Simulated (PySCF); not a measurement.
Atoms are numbered as in `[CH3:1][C:2]#[C:3][P:4]=[C:5]([CH3:6])[CH3:7]`. Hydrogens are named by the atom that carries them.

PySCF 2.14 calculation with shieldings: GIAO PBE0/pcSseg-1 and coordinates at the GFN2-xTB level; fast rotation and ring inversion assumed for equivalent nuclei, isolated molecule, non-relativistic Hamiltonian, a single conformation.

Referencing at the same level of theory: ¹³C (σ = 186.93 ppm) and ¹H (σ = 31.72 ppm) against TMS; ³¹P (σ = 318.38 ppm) vs H3PO4.

```tsv
atoms	nucleus	count	δ (ppm)
C2	¹³C	1	?
C1	¹³C	1	?
H(C6)	¹H	3	2.76
C5	¹³C	1	?
P4	³¹P	1	178.5
H(C7)	¹H	3	2.37
H(C1)	¹H	3	2.32
C7	¹³C	1	30.4
C6	¹³C	1	32.5
C3	¹³C	1	88.3
```

**Question.** Estimate the values marked ?.

**Answer.** 
- C5: 224.4 ppm, carbon double-bonded to a heavier main-group atom
- C2: 121.7 ppm, alkyne carbon
- C1: 6.8 ppm, propargylic methyl carbon; a saturated carbon with 1 carbon neighbour and no heteroatom attached

Shifts are as computed. Against solution values, carbons near 30 ppm lie about +3 ppm off and those near 130 ppm about +5 ppm. Of 1211 compounds with measured shifts, 218 miss one by over three times the rms of a fit or turn the order of signals round; such compounds aren't used in these exercises. Experimental scales use liquid or dissolved standards, which lie at an offset from isolated H3PO4.
